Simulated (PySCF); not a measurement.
H4Si2, neutral, multiplicity 1. Atoms are numbered in the order given.

```xyz
6

Si    -0.0590     1.0293     0.8213
H     -0.3210     1.8608    -0.4321
Si     0.0721    -0.8837    -0.5918
H      0.9707    -0.6748    -1.7638
H     -1.3177    -1.0848    -1.1083
H      0.4848    -2.1403     0.0913
```
Charge 0, spin multiplicity 1.

The structure is a stationary point at PBE0-D3(BJ)/def2-TZVP. The isomer is the one that the SMILES or the coordinates give; other isomers of the formula were not compared.

Method: PySCF with PBE/pcSseg-2.

GIAO shieldings, no solvent; atoms alike by connectivity are averaged. δ = σ(ref) − σ: ²⁹Si against TMS (σ = 324.1 ppm); ¹H against TMS (σ = 31.47 ppm), references at their B3LYP-D3(BJ)/def2-TZVP geometries, non-relativistic.

```tsv
nucleus	atoms	count	δ (ppm)
²⁹Si	Si1	1	1114.0
²⁹Si	Si3	1	-78.7
¹H	H2	1	20.67
¹H	H4, H5, H6	3	4.61
```
